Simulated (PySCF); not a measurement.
Coordinates in bohr (charge 1 multiplicity 2):
```
Os    0.0000    0.0000   -0.3756
S     3.8054    0.0000    0.7512
S    -1.9027    3.2956    0.7512
S    -1.9027   -3.2956    0.7512
```

Level of theory: UPBE/[Os def2-SVP with ECP60, S def2-SVP], scalar-relativistic core potentials, density fitting, no spin–orbit coupling, PySCF.

This geometry of OsS₃⁺ is a stationary point at this level.

Q: What is the point group?

A: C3v.

Q: Is it a minimum?

A: Yes: all harmonic wavenumbers are real.

Q: List the harmonic modes with their infrared intensities.

A: 
| symmetry | ω (cm⁻¹) | IR (km/mol, summed over degenerate members) |
| --- | --- | --- |
| a1 | 149 | 1.0 |
| e | 183 | 4.1 |
| e | 526 | 13.9 |
| a1 | 529 | 0.0 |

Q: Give the atomic charges and bond orders.

A: 
| atom | Mulliken | Löwdin | polar tensor | spin (Mulliken) | Mayer order to Os1 |
| --- | --- | --- | --- | --- | --- |
| Os1 | 0.42 | -0.57 | 0.80 | 0.70 | – |
| S2,3,4 | 0.19 | 0.52 | 0.07 | 0.10 | 1.89 |
Other Mayer orders above 0.3: S–S 0.42 (×3).

In C3v the vibrations span 2a1 + 2e.

Only a few start shapes were tried, so a lower isomer may exist. Open d and f shells are described by one determinant, and the ground state may have another occupation or spin. With an element this heavy the missing spin–orbit coupling can shift these numbers.
